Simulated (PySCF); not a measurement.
AlH6O2Si2, SMILES [Al]([O][SiH3])[O][SiH3], multiplicity 2.

Geometry optimised at TPSSh-D3(BJ)/def2-SVP. The multiplicity is an assumed one; no other spin state was optimised. The isomer is the one that the SMILES or the coordinates give; other isomers of the formula were not compared. Other conformers were not sampled.

Calculation: PySCF with TPSSh-D3(BJ)/def2-SVP.

Frequencies are harmonic and unscaled.

A small imaginary wavenumber (i) marks a very flat motion, where grid noise or a shallow saddle decides the sign.

| mode | ν (cm⁻¹) | IR (km/mol) | moving atoms (share of kinetic energy) |
|---|---|---|---|
| 1 | 14i | 0.3 | H 81 %, Al 14 % |
| 2 | 10i | 0.0 | H 97 % |
| 3 | 32 | 0.2 | Si 45 %, O 21 %, Al 18 %, H 17 % |
| 4 | 54 | 0.4 | O 80 %, H 12 % |
| 5 | 72 | 5.4 | O 66 %, H 13 %, Al 12 %, Si 9 % |
| 6 | 83 | 0.0 | O 83 %, H 12 % |
| 7 | 206 | 17.3 | O 55 %, Si 30 %, Al 9 % |
| 8 | 487 | 25.4 | Al 47 %, Si 37 %, O 10 % |
| 9 | 616 | 2.7 | Al 56 %, Si 35 % |
| 10 | 731 | 16.5 | H 85 %, Si 9 % |
| 11 | 735 | 89.2 | H 84 %, Si 9 % |
| 12 | 737 | 5.0 | H 84 %, Si 9 % |
| 13 | 738 | 108.3 | H 84 %, Si 9 % |
| 14 | 966 | 14.5 | H 96 % |
| 15 | 967 | 84.3 | H 96 % |
| 16 | 968 | 67.4 | H 96 % |
| 17 | 969 | 161.5 | H 96 % |
| 18 | 992 | 1305.8 | H 77 %, Si 16 % |
| 19 | 1020 | 89.2 | H 90 %, Si 10 % |
| 20 | 1102 | 129.1 | O 82 %, Si 13 % |
| 21 | 1117 | 545.6 | O 68 %, Al 15 %, H 13 % |
| 22 | 2247 | 100.7 | H 96 % |
| 23 | 2247 | 195.4 | H 96 % |
| 24 | 2250 | 213.7 | H 97 % |
| 25 | 2251 | 130.2 | H 96 % |
| 26 | 2257 | 62.1 | H 98 % |
| 27 | 2259 | 157.9 | H 98 % |
